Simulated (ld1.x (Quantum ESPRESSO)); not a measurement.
copper (Cu): one change to a PAW potential, before and after

```
Element                 : copper (Cu)
Generator               : ld1.x (Quantum ESPRESSO) 7.5
Type                    : PAW
Functional              : PBEsol
Relativity              : scalar-relativistic
Frozen core             : [Ar]
Valence charge          : 11
Reference configuration : 3d10 4s1 4p0
Partial waves           : 4s (bound): rcut 1.85, rcutus 2.55 bohr; 4s channel at 0.15 Ry: rcut 1.85, rcutus 2.55 bohr; 4p (bound, empty): rcut 2.00, rcutus 2.60 bohr; 4p channel at 1.05 Ry: rcut 2.00, rcutus 2.60 bohr; 3d (bound): rcut 1.15, rcutus 1.25 bohr; 3d channel at 2.25 Ry: rcut 1.15, rcutus 1.25 bohr
Local potential         : all-electron potential smoothed inside 1.30 bohr (lloc = -1)
Core correction         : a·sin(br)/r model core, default radius (core density twice the valence density)
Augmentation charge     : BG, radius 1.30 bohr
```

Change: local potential all-electron potential smoothed inside 1.78 bohr (lloc = -1).

Cutoffs: the cutoffs (Ry, on a coarse ladder) from which the occupation-weighted sum of valence levels, in a spherical-Bessel basis at the reference potential, stays within 10 and 1 mRy of its value at 400 Ry; they do not see the model core or the augmentation charge, which bear on the density cutoff. Errors are all-electron minus pseudo energies relative to the spin-unpolarised reference configuration.

Problem. How do hardness, ghosts and transferability respond?

Solution. The potential gets neither clearly harder nor softer (70 Ry and 120 Ry → 70 Ry and 120 Ry); the bound ghost in s disappears; the number of tests with a reliable result goes from 7 to 3 (the test run of the changed file stopped, so its transferability is not established); of the 3 tests that both files solve, the error grows in 0 and shrinks in 1 by more than 15 % and 0.3 meV (median size 44.4 → 46.9 meV); the range in which the s phases agree narrows (upper end at the end of the scan → 2.6). A state that the projectors do not describe sees the local part alone, so a deeper or shallower local part can create or remove a ghost.

| quantity | base | changed |
| --- | --- | --- |
| cutoff, loose | 70 Ry | 70 Ry |
| cutoff, tight | 120 Ry | 120 Ry |
| bound ghosts | s | none |
| tests with a reliable result | 7 of 7 | 3 of 7 (the test run stopped) |
| error for 3d10 4s0 4p0, meV [ΔE 8.10 eV] | +11 | +6.6 |
| error for 3d9 4s0 4p0, meV [ΔE 29.42 eV] | -44 | -47 |
| error for 3d8 4s0 4p0, meV [ΔE 68.41 eV] | -479 | -479 |
| s: phases at 2.86 bohr within 0.05 rad from the reference energy up to (Ry; the scan ends near 5) | to the end of the scan | 2.6 |
| p: phases at 2.86 bohr within 0.05 rad from the reference energy up to (Ry; the scan ends near 5) | 3.6 | 3.7 |
| d: phases at 2.86 bohr within 0.05 rad from the reference energy up to (Ry; the scan ends near 5) | to the end of the scan | to the end of the scan |
| lowest overlap eigenvalue by channel | s 0.19, p 0.53, d 0.72 | s 0.35, p 0.63, d 0.74 |

Base: ld1.x warns that Blöchl-style (BG) augmentation functions are not a good idea. Changed file: ld1.x warns that Blöchl-style (BG) augmentation functions are not a good idea. A true bound ghost makes a file unfit for plane-wave use even where its test errors are small: the radial tests pick states by their node count and pass the ghost by.
